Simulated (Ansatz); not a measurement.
The free Pd atom, lowest solution found in each spin (singlets restricted, other states unrestricted); no spin–orbit coupling, and no relativity up to Kr.

Correlated levels freeze the inner cores; with def2 sets outer-core shells near the valence are correlated too. CBS(a, b) extrapolates the correlation energy as X⁻³ and adds the Hartree–Fock energy of set b.

Run with Ansatz (Gaussian basis) for Hartree–Fock, density functionals and correlated methods. Each number belongs to the level named beside it. In def2 rows elements past Kr take small-core potentials, without spin–orbit coupling.

**Question.** What energy of multiplicity 3 less that of multiplicity 1 does SVWN5/def2-TZVPP give?

**Answer.** 86 kJ/mol

Ansatz is a program for electronic structure.
